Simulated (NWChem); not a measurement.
System: C₂H₅BF₂O; SMILES CCOB(F)F

Excerpt of the output:

```
             Northwest Computational Chemistry Package (NWChem) 7.3.0
             --------------------------------------------------------

 C1  symmetry detected

                             Geometry "geometry" -> ""
                             -------------------------

 Output coordinates in angstroms (scale by  1.889725989 to convert to a.u.)

  No.       Tag          Charge          X              Y              Z
 ---- ---------------- ---------- -------------- -------------- --------------
    1 B                    5.0000     0.02207202    -0.97091448     0.03587284
    2 F                    9.0000    -1.30400980    -0.95787137     0.10825047
    3 F                    9.0000     0.61432925    -2.10558792    -0.28608613
    4 O                    8.0000     0.76178668     0.11592595     0.27997680
    5 C                    6.0000     0.17427684     1.36781167     0.59682328
    6 C                    6.0000    -0.10709949     2.17279553    -0.65160915
    7 H                    1.0000    -0.75045100     1.21501409     1.17766659
    8 H                    1.0000     0.89246111     1.89346863     1.24416502
    9 H                    1.0000    -0.86260345     1.67518965    -1.27874120
   10 H                    1.0000    -0.48951234     3.17008013    -0.38674422
   11 H                    1.0000     0.80951296     2.30090271    -1.24628864

 Effective nuclear repulsion energy (a.u.)     238.3016123340

  pbe96 is a nonlocal functional; adding pw91lda local functional.

                                 NWChem DFT Module
                                 -----------------

 Summary of "ao basis" -> "ao basis" (spherical)
 ------------------------------------------------------------------------------
       Tag                 Description            Shells   Functions and Types
 ---------------- ------------------------------  ------  ---------------------
 B                           6-31g*                  6       14   3s2p1d
 F                           6-31g*                  6       14   3s2p1d
 O                           6-31g*                  6       14   3s2p1d
 C                           6-31g*                  6       14   3s2p1d
 H                           6-31g*                  2        2   2s

            General Information
            -------------------
          SCF calculation type: DFT
          Wavefunction type:  closed shell.
          No. of atoms     :    11
          No. of electrons :    48
           Alpha electrons :    24
            Beta electrons :    24
          Charge           :     0
          Spin multiplicity:     1
          Use of symmetry is: off; symmetry adaption is: off
          Maximum number of iterations: 150
          AO basis - number of functions:    94
                     number of shells:    46
          Convergence on energy requested:  1.00D-06
          Convergence on density requested:  1.00D-05
          Convergence on gradient requested:  5.00D-04

              XC Information
              --------------
          PerdewBurkeErnzerhof Exchange Functional  1.000
            Perdew 1991 LDA Correlation Functional  1.000 local
           PerdewBurkeErnz. Correlation Functional  1.000 non-local

             Grid Information
             ----------------
          Grid used for XC integration:  medium
          Radial quadrature: Mura-Knowles
          Angular quadrature: Lebedev.
          Tag              B.-S. Rad. Rad. Pts. Rad. Cut. Ang. Pts.
          ---              ---------- --------- --------- ---------
          B                   0.85       49          11.0       434
          F                   0.50       49          12.0       434
          O                   0.60       49           9.0       434
          C                   0.70       49          10.0       434
          H                   0.35       45          11.0       434
          Grid pruning is: on
          Number of quadrature shells:   519
          Spatial weights used:  Erf1

      Superposition of Atomic Density Guess
      -------------------------------------

 Sum of atomic energies:        -375.83677576

      Non-variational initial energy
      ------------------------------

 Total energy =    -378.450704
 1-e energy   =    -991.049096
 2-e energy   =     374.296780
 HOMO         =      -0.375482
 LUMO         =       0.133595

     ---------------------------------------------
      Total Density - Mulliken Population Analysis
     ---------------------------------------------

    Atom       Charge   Shell Charges
 -----------   ------   -------------------------------------------------------
    1 B    5     3.74   2.00  0.44  0.89  0.14  0.11  0.17
    2 F    9     9.48   2.00  0.95  3.45  0.98  2.10  0.01
    3 F    9     9.47   2.00  0.95  3.45  0.98  2.09  0.01
    4 O    8     8.68   2.00  0.92  3.08  0.86  1.80  0.02
    5 C    6     5.98   2.00  0.69  1.77  0.58  0.88  0.06
    6 C    6     6.70   2.00  0.72  2.06  0.68  1.22  0.03
    7 H    1     0.81   0.48  0.33
    8 H    1     0.81   0.49  0.33
    9 H    1     0.77   0.47  0.31
   10 H    1     0.77   0.46  0.31
   11 H    1     0.78   0.47  0.31

[...]
```

Level: PBE/6-31G* (spherical d). Geometry: optimised at PBE0/def2-SVP.

Q: Reconstruct the input file.

A: Several could match; the one computed here: the input that was run:
```
start job
memory heap 200 mb stack 900 mb global 1100 mb
geometry units angstroms noautoz
  B      0.037295    -0.956375     0.022467
  F     -1.290101    -0.960790    -0.021145
  F      0.670624    -2.079810    -0.258065
  O      0.738176     0.136826     0.341315
  C      0.108441     1.377574     0.618363
  C     -0.073810     2.193051    -0.641612
  H     -0.861277     1.206619     1.114618
  H      0.760275     1.904835     1.331289
  H     -0.764959     1.693140    -1.337381
  H     -0.491281     3.182396    -0.401021
  H      0.889364     2.339374    -1.152610
end
basis spherical
  B library 6-31g*
  F library 6-31g*
  O library 6-31g*
  C library 6-31g*
  H library 6-31g*
end
dft
  xc xpbe96 cpbe96
  iterations 150
  mulliken
end
task dft energy
```
